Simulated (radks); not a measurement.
Results of a calculation; reference values are marked as such.
Species: As4+. Configuration: [Ar] 3d10 4s1 (the NIST ground configuration). Level of theory: scalar-relativistic Kohn-Sham, LB94 model potential, spin-polarised, spherical densities, finite nucleus; open shells are filled with parallel spins first; Fermi nuclear charge, rms radius 4.0968 fm (a radial shooting solver on a logarithmic mesh with Libxc functionals). Some entries of the table are withheld. Estimate them.

orbital,occ.,eigenvalue (hartree),r(max) (bohr),<r> (bohr)
1s up,1,-436.0733,0.02973,0.04540
1s down,1,-436.0669,0.02973,0.04540
2s up,1,-57.58136,0.1700,0.2021
2s down,1,-57.57826,0.1700,0.2021
2p up,3,-50.89366,0.1360,0.1764
2p down,3,-50.89118,0.1360,0.1764
3s up,1,-9.25805,0.5221,0.5991
3s down,1,-9.25495,0.5222,0.6001
3p up,3,-7.18970,0.5210,0.6165
3p down,3,-7.18947,0.5213,0.6180
3d down,5,-3.78160,0.4734,0.6661
3d up,5,-3.77487,0.4728,0.6616
4s down,0,-2.48626,1.460,1.620
4s up,1,-2.43647,1.464,1.632
4p down,0,-2.00153,1.623,1.813
4p up,0,-1.95870,1.636,1.835
4d down,0,-1.31192,(1),2.345
4d up,0,-1.28769,(2),2.389
5s down,0,-1.15477,3.217,3.288
5s up,0,-1.14496,3.243,3.313
4f down,0,-0.82951,2.849,3.225
4f up,0,-0.81787,2.924,3.306

Answer. 
(1) 4d down r(max) (bohr): 2.110
(2) 4d up r(max) (bohr): 2.148
